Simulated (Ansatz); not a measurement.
CH$_{5}$GeI, SMILES `[CH3][GeH2][I]`, one more setting.

```yaml
crystal:
  periodic: [false, false, false]
  atoms:
    - {symbol: C, position_ang: [-0.628564, 0.909818, -0.261011]}
    - {symbol: Ge, position_ang: [0.318584, -0.874696, 0.134553]}
    - {symbol: I, position_ang: [1.834360, -0.508812, 2.148999]}
    - {symbol: H, position_ang: [0.184526, 1.670034, -0.451118]}
    - {symbol: H, position_ang: [-1.098507, 1.133546, 0.385265]}
    - {symbol: H, position_ang: [-1.225627, 0.842104, -1.238950]}
    - {symbol: H, position_ang: [1.299801, -1.220836, -1.191998]}
    - {symbol: H, position_ang: [-0.664504, -1.997786, 0.437781]}
basis:
  gaussian: {orbitals: def2-mTZVPP, final_grid: {core_spheres: 20, valence_spheres: 16, degree: 47}}
magnetization: {spin_polarized: true, initial_magnetization: 2}
hamiltonian: {xc: {name: rPW86-PBE}}
output: {forces: true}
```

```sh
$ ansatz run in.yaml --threads 4 --pin off --events-out ev --progress --plain --max-ram 10444MiB
```

It prints (some lines left out):

```
Functional definition: rPW86-PBE
1130 factors; their error is unknown
mean field evaluation 1: about -65748.1687 eV, gradient 5.3e1 eV
mean field evaluation 2: about -65697.5014 eV, gradient 8.9e1 eV
mean field evaluation 4: about -65757.8428 eV, gradient 2.2e1 eV
mean field evaluation 8: about -65761.7016 eV, gradient 1.6e0 eV
mean field evaluation 16: about -65761.7063 eV, gradient 1.1e-1 eV
mean field evaluation 32: about -65761.7065 eV, gradient 2.3e-6 eV
mean field -65761.70646932 eV, -2416.6981378620 hartree, gradient 2.3e-6 eV, S^2 2.001843; 6 other end points of the search recorded, 0 dependent functions left out
reference -65761.70657040 eV, -2416.6981415764 hartree; 35, 33 occupied and 81, 83 virtual orbitals, 1130 factors
Total energy: -65761.70657040 eV, -2416.6981415764 hartree
Atom 0 at    -0.628564     0.909818    -0.261011 Å, force    11.038382    -4.256439   -17.423217 eV/Å
Atom 1 at     0.318584    -0.874696     0.134553 Å, force    -0.557450    -0.305128    -2.822497 eV/Å
Atom 2 at     1.834360    -0.508812     2.148999 Å, force     2.391078     0.622927     3.177586 eV/Å
Atom 3 at     0.184526     1.670034    -0.451118 Å, force    -0.624393    -0.757586     0.245983 eV/Å
Atom 4 at    -1.098507     1.133546     0.385265 Å, force   -11.269700     5.109179    15.490869 eV/Å
Atom 5 at    -1.225627     0.842104    -1.238950 Å, force     0.654741    -0.048239     1.309935 eV/Å
Atom 6 at     1.299801    -1.220836    -1.191998 Å, force    -0.882829     0.179938     0.379208 eV/Å
Atom 7 at    -0.664504    -1.997786     0.437781 Å, force    -0.749829    -0.544653    -0.357867 eV/Å
Dipole moment:    -0.151041     0.160833    -0.122976 e Å
```

Hardware: 4 threads of an Intel Xeon 6975P-C on a shared host. Wall time 6 s, peak host memory 0.35 GiB.
